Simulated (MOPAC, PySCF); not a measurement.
Ligands exchanged one at a time, Ga Cl-H. Gas-phase values, no solvent. Strings in code marks are SMILES.

Quantity: vertical ionisation energy (energy after one electron is removed minus that of the parent at the parent's geometry), in eV.

Level 1: B3LYP/6-31G* // PBE-D3(BJ)/def2-TZVP (PySCF)
Level 2: minus the HOMO energy of HF/3-21G // PBE-D3(BJ)/def2-TZVP (PySCF)
Level 3: minus the HOMO energy of PM3 // PBE-D3(BJ)/def2-TZVP (MOPAC)
Level 4: minus the HOMO energy of SVWN5/6-31G* // PBE-D3(BJ)/def2-TZVP (PySCF)

| species | level 1 | level 2 | level 3 | level 4 |
|---|---|---|---|---|
| `[Cl][GaH][Cl]` | 11.29 | 12.52 | 11.10 | 7.81 |
| `[GaH3]` | 11.27 | 11.49 | 11.84 | 7.40 |
| `[Cl][GaH2]` | 10.78 | 11.57 | 10.78 | 7.15 |
